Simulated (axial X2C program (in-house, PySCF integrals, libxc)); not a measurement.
## Photoelectron levels of CaI⁻ by EOM-IP-CCSD

Calculated with an in-house all-electron X2C program for linear molecules (integrals from PySCF): two-component X2C with atomic mean-field Coulomb and Gaunt terms, Gaussian nuclei, basis I dyall-acv3z, Ca dyall-acv3z with contracted cores.

R = 2.888 Å (0.960 times 3.008 Å, the PBE0 minimum at charge -1 for the lowest determinant).

Vertical detachment energies of CaI⁻ to the states of CaI:

```csv
Ω of CaI,vertical detachment energy (eV),above lowest (cm⁻¹),ionised spinor,one-hole weight
1/2,1.421,0,"69% Ca sσ, 18% Ca pσ",0.95
3/2,5.128,29898,86% I pπ,0.92
```

This point took 15 s on 1 thread of Arm Neoverse V2, with other jobs on the host.

Reference electrons by ω block (each with its −ω partner): 1/2: 25, 3/2: 10, 5/2: 2. 18 electrons of CaI⁻ correlated (inner shells frozen), 84 natural virtual spinors (a truncated set); levels can be off by some tenths of an eV. Roots sought by Ω: (1/2: 4, 3/2: 3, 5/2: 1); the list ends where they run out and leaves out roots under 60 % one-particle weight. The solver can skip a root, and states that need a further excitation, which the method places far too high, are missing though they may lie low or lowest. T1 of the reference 0.018 (Lee–Taylor). Number of frozen shells: I 4 s, 3 p, 2 d; Ca 2 s, 1 p. Large amplitudes in the reference (orbital relaxation or multireference character) lower the reliability.
